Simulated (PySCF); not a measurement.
Partial charges of `COCBF`

Species: C2H6BFO.
SMILES with atom numbers: `[CH3:1][O:2][CH2:3][BH:4][F:5]` (hydrogens: H6, H7, H8 on C1; H9, H10 on C3; H11 on B4)

Structure used (PBE0-D3(BJ)/def2-SVP), in Å, numbered top down from 1:
```
atom  x, y, z in Å
C1    -1.4015    1.0132   -0.4621
O2    -0.1992    0.7509    0.1873
C3     0.3485   -0.4904   -0.1341
B4     1.6905   -0.7568    0.6285
F5     2.3339   -1.8846    0.3663
H6    -1.2873    1.0122   -1.5654
H7    -1.7490    2.0076   -0.1484
H8    -2.1837    0.2697   -0.2054
H9     0.5333   -0.5970   -1.2286
H10   -0.3479   -1.3287    0.1090
H11    2.1746   -0.0117    1.4482
```

Density: PBE0/pcSseg-1 (PySCF); schemes: Mulliken, IAO, Hirshfeld and ESP-fitted. Isolated species at its PBE0-D3(BJ)/def2-SVP geometry (one conformer only).

**Question.** Give the atomic charges in each scheme.

**Answer.** In e:

```json
{"atom": "C1", "environment": "methoxy carbon", "Mulliken": "-0.039", "IAO": "-0.191", "Hirshfeld": "-0.039", "ESP-fitted": "-0.078"}
{"atom": "O2", "environment": "ether oxygen", "Mulliken": "-0.500", "IAO": "-0.372", "Hirshfeld": "-0.143", "ESP-fitted": "-0.352"}
{"atom": "C3", "environment": "sp3 carbon bound to oxygen", "Mulliken": "-0.170", "IAO": "-0.230", "Hirshfeld": "-0.075", "ESP-fitted": "-0.092"}
{"atom": "B4", "environment": "three-coordinate boron", "Mulliken": "+0.510", "IAO": "+0.452", "Hirshfeld": "+0.245", "ESP-fitted": "+0.616"}
{"atom": "F5", "environment": "boron-bound fluorine", "Mulliken": "-0.287", "IAO": "-0.302", "Hirshfeld": "-0.129", "ESP-fitted": "-0.311"}
{"atom": "H6", "environment": "methyl hydrogen", "Mulliken": "+0.087", "IAO": "+0.115", "Hirshfeld": "+0.033", "ESP-fitted": "+0.070"}
{"atom": "H7", "environment": "methyl hydrogen", "Mulliken": "+0.124", "IAO": "+0.154", "Hirshfeld": "+0.050", "ESP-fitted": "+0.104"}
{"atom": "H8", "environment": "methyl hydrogen", "Mulliken": "+0.087", "IAO": "+0.115", "Hirshfeld": "+0.033", "ESP-fitted": "+0.068"}
{"atom": "H9", "environment": "methylene hydrogen", "Mulliken": "+0.117", "IAO": "+0.133", "Hirshfeld": "+0.040", "ESP-fitted": "+0.070"}
{"atom": "H10", "environment": "methylene hydrogen", "Mulliken": "+0.117", "IAO": "+0.134", "Hirshfeld": "+0.040", "ESP-fitted": "+0.071"}
{"atom": "H11", "environment": "B–H hydrogen", "Mulliken": "-0.047", "IAO": "-0.006", "Hirshfeld": "-0.055", "ESP-fitted": "-0.167"}
```

Mean size of the charges over all atoms: IAO 0.200 e, Mulliken 0.189 e, ESP-fitted 0.182 e, Hirshfeld 0.080 e. Each set sums to the total charge, 0, to within 0.001 e. The IAO scheme projects the occupied orbitals on a minimal set of polarised atomic orbitals and counts the electrons in each atom's part of it. The Mulliken scheme counts on each atom the diagonal of the density matrix times the overlap matrix over that atom's basis functions.

Lowest charge. All schemes agree: Mulliken O2 (-0.500); IAO O2 (-0.372); Hirshfeld O2 (-0.143); ESP-fitted O2 (-0.352).

Highest charge. All schemes agree: Mulliken B4 (+0.510); IAO B4 (+0.452); Hirshfeld B4 (+0.245); ESP-fitted B4 (+0.616).

**Question.** How closely do the schemes follow one another over all atoms?

**Answer.** Correlation coefficient and root-mean-square difference: Hirshfeld with ESP-fitted 0.99, 0.146 e; Mulliken with Hirshfeld 0.97, 0.152 e; Mulliken with IAO 0.96, 0.068 e; IAO with Hirshfeld 0.96, 0.140 e; Mulliken with ESP-fitted 0.95, 0.075 e; IAO with ESP-fitted 0.92, 0.095 e.

**Question.** Sum the charges by element, for elements with more than one atom.

**Answer.** 
| element | atoms | Mulliken | IAO | Hirshfeld | ESP-fitted |
| --- | --- | --- | --- | --- | --- |
| C | 2 | -0.208 | -0.421 | -0.115 | -0.170 |
| H | 6 | +0.485 | +0.644 | +0.141 | +0.217 |

**Question.** How many electrons does the IAO scheme count on C3?

**Answer.** Z − q = 6 − (-0.230) = 6.230.

The run behind these numbers computed NMR shieldings as well. Hardware: Arm Neoverse V1, one thread, shared host. Cost: 7.3 s wall.
